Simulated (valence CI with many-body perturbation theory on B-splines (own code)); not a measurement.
**Which ion has this spectrum?**

A relativistic CI+MBPT calculation for an atom or ion with 6 electrons gives these levels (× 10³ cm⁻¹):

| J | Parity | E | g |
| --- | --- | --- | --- |
| 0 | even | 0.00 |  |
| 1 | even | 661.59 | 1.49 |
| 2 | even | 755.62 | 1.21 |
| 2 | even | 1483.4 | 1.27 |
| 2 | odd | 1600.6 | 1.75 |
| 0 | even | 1703.4 |  |
| 1 | odd | 1978.3 | 0.96 |
| 2 | odd | 2277.1 | 1.43 |
| 3 | odd | 2453.0 | 1.32 |
| 0 | odd | 2648.6 |  |
| 1 | odd | 2712.6 | 1.27 |
| 2 | odd | 2786.6 | 1.14 |
| 1 | odd | 2849.4 | 1.48 |
| 2 | odd | 3366.7 | 1.30 |

The energies are calculated, and their last digits are not significant.

(1) Which is it?
A. Sr32+
B. Zr34+
C. Mo36+
D. Nb35+

Results:

(1) B. Zr34+, ground level (2s^2 2p1/2^2) J=0.
